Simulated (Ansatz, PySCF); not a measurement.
Dimer: SiH4 (SMILES [SiH4]) (first 5 atoms) with H2Se (SMILES [SeH2]); geometry from B3LYP-D3(BJ)/def2-TZVP, rigid monomers moved along the line of their centres of mass till Si1···Se6 is 4.47 Å.
(charge 0, multiplicity 1):
```xyz
8

Si     0.19509    -0.00971     0.03557
H     -0.61412    -1.17604     0.45011
H     -0.44402     1.23783     0.51023
H      0.27287     0.02524    -1.44510
H      1.56163    -0.11595     0.59033
Se    -0.15122     0.03571     4.49448
H      0.26815     1.43769     4.35218
H     -1.54535     0.38758     4.18794
```

Counterpoise-corrected where a basis set is named; no monomer relaxation.

Correlated levels freeze the cores. Filled d and f shells under p-block atoms count as core. CBS: X⁻³ extrapolation of the correlation energy, Hartree–Fock from the larger set.

Codes used: Ansatz (Gaussian basis) for Hartree–Fock, density functionals and correlated methods; PySCF for the dispersion terms. Each number belongs to the level named beside it.

PBE/def2-TZVPPD gives -2.2 kJ/mol for the interaction energy.

Where do these levels fall relative to PBE: PBE-D3(BJ)/def2-TZVPPD, r2SCAN/def2-TZVPPD, B3LYP/def2-TZVPPD, wB97M-V/def2-TZVPPD, MP2/CBS(def2-SVPD, def2-TZVPPD), CCSD(T)/CBS(def2-SVPD, def2-TZVPPD).

PBE-D3(BJ)/def2-TZVPPD -2.7; r2SCAN/def2-TZVPPD -0.4; B3LYP/def2-TZVPPD 2.2; wB97M-V/def2-TZVPPD -1.6; MP2/CBS(def2-SVPD, def2-TZVPPD) -1.3; CCSD(T)/CBS(def2-SVPD, def2-TZVPPD) -1.2 kJ/mol. 1 of 6 lie above PBE; the widest gap is to PBE-D3(BJ)/def2-TZVPPD.

Ansatz is an electronic-structure program.
